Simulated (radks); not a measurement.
The numbers below are computed, except where a source is named.
Dispersion coefficients C6 (hartree bohr^6) between ground-configuration atoms and ions, from the Casimir-Polder integral (3/pi) of alpha_A(iw) alpha_B(iw). Level of theory: non-relativistic Kohn-Sham, LDA (Slater exchange, VWN5 correlation), spin-polarised, spherical densities, point nucleus; open shells are filled with parallel spins first (a radial shooting solver on a logarithmic mesh with Libxc functionals). Response by self-consistent Sternheimer equations with the Hartree and adiabatic LDA kernel.

C6      He      K    Mg+     Xe    Ca
He   1.864
K    43.66   3299
Mg+  11.77  579.6  125.9
Xe   23.15  688.4  175.5  307.8
Ca   41.41   2463  492.0  636.0  1991

Static polarisabilities (bohr^3): He ([He]) 1.658, K ([Ar] 4s1) 259.4, Mg+ ([Ne] 3s1) 30.56, Xe ([Xe]) 28.78, Ca ([Ar] 4s2) 148.6. The combination rule 2 Ca Cb / ((alpha_b/alpha_a) Ca + (alpha_a/alpha_b) Cb) gives 39.32 for He-K, against 43.66 from the integral.
